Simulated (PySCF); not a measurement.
# Adding and removing an electron: LiI

RHF-MP2; PySCF, scalar-relativistic core potentials, basis sets Li aug-cc-pVDZ, I aug-cc-pVDZ-PP with ECP28. Neutral (RHF): singlet (closed shell), Re = 2.427 Å, ωe = 470 cm⁻¹, De = 3.70 eV.

LiI⁻ (UHF): doublet (σ ↑), Re = 2.591 Å, ωe = 340 cm⁻¹, De = 1.25 eV to Li + I⁻. The energies at the minima are -302.32388 hartree for LiI and -302.35092 for LiI⁻.

Work out the adiabatic electron affinity, without and with harmonic zero-point energies (1 hartree = 27.2114 eV, 1 eV = 8065.5 cm⁻¹), and the change of the bond length.

At MP2: 0.02704 hartree = 0.736 eV between the minima; the zero-point term (470.0 − 340.0)/2 cm⁻¹ = +0.008 eV makes it 0.744 eV. Re changes by +16.4 pm against the neutral. The electron enters a σ orbital, and the longer bond of the ion fits an antibonding orbital, or a change in how ionic the bond is.

Correlated steps freeze 4 core orbitals. Correlated levels converge slowly with the basis: in double zeta they bind strong bonds too weakly, by up to about 1 eV, and carry superposition errors of some tenths. Spin–orbit coupling is left out, which matters for elements this heavy, above all for dissociation energies. For an ion De counts to the pair picked by the measured ionisation energies or electron affinities, which need not be the lowest pair at this level. Where the molecule has an RHF reference, its open-shell atoms are computed with UHF. States were picked by a PBE0 search and need not be the measured ground states.

Neutral and ion stand on different kinds of reference determinant, which adds to the error of the difference.
